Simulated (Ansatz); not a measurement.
Calculated with Ansatz (gas phase, PBE0-D4/def2-TZVP geometries, no zero-point term in ΔE). CBS: MP2 limit from def2 TZ/QZ plus the TZ coupled-cluster correction, frozen cores. For Ge outer-core shells are correlated without core-valence functions, which leaves a few kJ/mol of doubt a bond. Scalar relativity is left out up to krypton. Each species was taken in one conformer, which may not be the lowest.

Reaction (ligand exchange at the Si–N bond): `FB(F)N[SiH3]` + `C[O][GeH]([OH])[Cl]` → `C[O][GeH]([Cl])[O][SiH3]` + `NB(F)F`

`FB(F)N[SiH3]`:

Cartesian coordinates in Å:
```
F 0.687 1.842 1.927
B 0.318 1.293 0.776
F 0.087 2.112 -0.247
N 0.171 -0.092 0.623
Si -0.306 -0.934 -0.830
H 0.365 -0.651 1.440
H -0.366 -2.374 -0.477
H -1.637 -0.472 -1.295
H 0.682 -0.725 -1.917
```

`C[O][GeH]([OH])[Cl]`:

```xyz
10

C     0.820    1.376    0.441
O    -0.229    0.739   -0.258
Ge   -0.616   -0.951    0.030
O    -1.766   -1.410   -1.207
Cl    1.214   -2.067   -0.180
H     0.620    1.428    1.518
H     0.899    2.394    0.058
H     1.778    0.869    0.287
H    -1.226   -1.245    1.398
H    -1.493   -1.133   -2.086
```

`C[O][GeH]([Cl])[O][SiH3]`:

Z-matrix (Å, degrees):
```
C
O 1 1.414
H 1 1.091 2 107.5
H 1 1.096 2 111.6 3 118.7
H 1 1.095 2 111.8 3 -119.0
Ge 2 1.751 1 120.6 3 176.0
O 6 1.750 2 110.5 1 60.3
Cl 6 2.147 2 108.7 1 -56.9
H 6 1.519 2 108.7 1 -178.9
Si 7 1.642 6 139.3 2 -76.2
H 10 1.486 7 111.0 6 -28.9
H 10 1.487 7 109.6 6 91.4
H 10 1.483 7 108.1 6 -149.5
```

`NB(F)F`:

Z-matrix (Å, degrees):
```
N
B 1 1.392
H 1 1.003 2 122.4
H 1 1.003 2 122.4 3 -180.0
F 2 1.330 1 121.2 3 180.0
F 2 1.330 1 121.2 3 -0.0
```

| species | HF/def2-QZVPP energy (Eh) |
| --- | --- |
| `FB(F)N[SiH3]` | -569.63654 |
| `C[O][GeH]([OH])[Cl]` | -2725.62634 |
| `C[O][GeH]([Cl])[O][SiH3]` | -3015.78928 |
| `NB(F)F` | -279.49869 |

(1) Work out ΔE.

Largest T1 diagnostic among the species: 0.012.

Results:

(1) ΔE = (-3015.78928) + (-279.49869) − (-569.63654) − (-2725.62634) = -0.02509 Eh = -0.68 eV. CCSD(T)/CBS gives -0.61 eV.

The D4 term adds −0.06 eV with B3LYP and −0.04 eV with PBE0; it sums over pairs of atoms, weighted by their polarisabilities, and B3LYP, whose exchange is more repulsive, gets the larger term. In def2-TZVPP, CCSD(T) changes the Hartree–Fock value by +0.07 eV (the triples alone add +0.01 eV) and MP2 by +0.06 eV.

B3LYP here is the variant with VWN-RPA as its local correlation; programs differ in this.
